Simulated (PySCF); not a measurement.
## Calculated NMR parameters of heptafluorobutyric acid

| Item | Value |
| --- | --- |
| Formula | C4HF7O2 |
| SMILES | O=C(O)C(F)(F)C(F)(F)C(F)(F)F |
| InChI | InChI=1S/C4HF7O2/c5-2(6,1(12)13)3(7,8)4(9,10)11/h(H,12,13) |
| Point group of the computed structure | C1 |
| Degrees of unsaturation | 1 |
| Carbon signals | 4 |
| Proton signals | 1 |

Structure with atom numbers: `[O:1]=[C:2]([OH:3])[C:4]([F:5])([F:6])[C:7]([F:8])([F:9])[C:10]([F:11])([F:12])[F:13]` (H(Xn): hydrogen on atom n).

Theory: J couplings at B3LYP/pcJ-1 (spin–dipole term only in couplings to heteroatoms), KT2/pcSseg-2 with gauge-including orbitals, structure optimised with PBE0-D3(BJ)/def2-SVP, in PySCF 2.14 (no solvent, single conformer, non-relativistic Hamiltonian, rapidly exchanging positions averaged).

Referencing at the same level of theory: 1H, 13C vs TMS; 19F against CFCl3; 17O against H2O.

| carbon | δC, type | δH (multiplicity, J in Hz) | HMBC from (abs. J ≥ 3 Hz) | span of the C tensor (ppm) |
| --- | --- | --- | --- | --- |
| C2 | 159.4, C | – | – | 146 |
| C4 | 114.7, C | – | – | 45 |
| C7 | 116.3, C | – | – | 34 |
| C10 | 128.1, C | – | – | 23 |

Other nuclei:
```
      atoms  nucleus                          environment  δ (ppm)  σ (ppm)
      H(O3)       1H  hydrogen on an acid hydroxyl oxygen     6.18    24.99
F11/F12/F13      19F              fluorine of a CF3 group   -114.1    250.5
      F5/F6      19F              fluorine of a CF2 group   -154.0    290.3
      F8/F9      19F              fluorine of a CF2 group   -164.8    301.2
         O1      17O                      carbonyl oxygen    412.2    -87.9
         O3      17O                 acid hydroxyl oxygen    203.4    121.0
```

Selected couplings (Hz, signed; the shortest-range and largest first, 30 at most; isotopes 13C, 19F): 1J(C10,F11) -356.2, 1J(C7,F8) -328.1, 1J(C4,F5) -322.8, 2J(C7,F11) 39.3, 2J(F8,C10) 33.3, 2J(C2,F5) 31.5, 2J(F5,C7) 28.2, 2J(C4,F8) 26.2, 3J(F5,F8) -13.6, 3J(F8,F11) -5.8, 4J(F5,F11) 5.7.

Carbon types of the structure: 4 × C, leaving 1 H on heteroatoms. δC 159.4: carboxylic acid carbon; lone-pair donation from the attached heteroatom keeps it upfield of a ketone carbonyl. δC 128.1: CF3 carbon; 3 electronegative neighbours deshield it. δC 116.3: fully substituted sp3 carbon bonded to 2 F; 2 electronegative neighbours deshield it. δC 114.7: fully substituted sp3 carbon bonded to 2 F, α to a carbonyl; 2 electronegative neighbours deshield it. δH 6.18: hydrogen on an acid hydroxyl oxygen; exchangeable, gas-phase position.

Exchangeable OH/NH protons stand at their gas-phase positions; hydrogen bonding in a real sample shifts them, mostly to higher δ. C–F couplings over four or more bonds (about 3 Hz to the para carbon of a fluoroarene) are left out. Common functionals overestimate the size of one-bond C–F couplings by tens of Hz; these are unscaled. Shifts are as computed. Against solution values, carbons near 30 ppm lie about +3 ppm off and those near 130 ppm about -1 ppm. Of 1211 compounds with measured shifts, 218 miss one by over three times the rms of a fit or turn the order of signals round; such compounds aren't used in these exercises. In solution the two oxygens of a carboxylic acid exchange roles by proton transfer and give one 17O line. Hydrogen bonding in solution shields acid and N–H amide carbonyl oxygens by tens of ppm. Hydrogen bonding in solution deshields acid and N–H amide carbonyl carbons by as much as 10 ppm beyond these values. Unscaled 19F shifts against computed CFCl3 carry errors that often reach 10 to 50 ppm. Unscaled 17O shifts of doubly bonded oxygen tend to come out too high, by tens of ppm or more. Experimental scales use liquid or dissolved standards, which lie at an offset from isolated H2O (liquid H2O: subtract about 36 ppm). Only one conformer was computed, so three-bond couplings in flexible chains and rings are approximate.
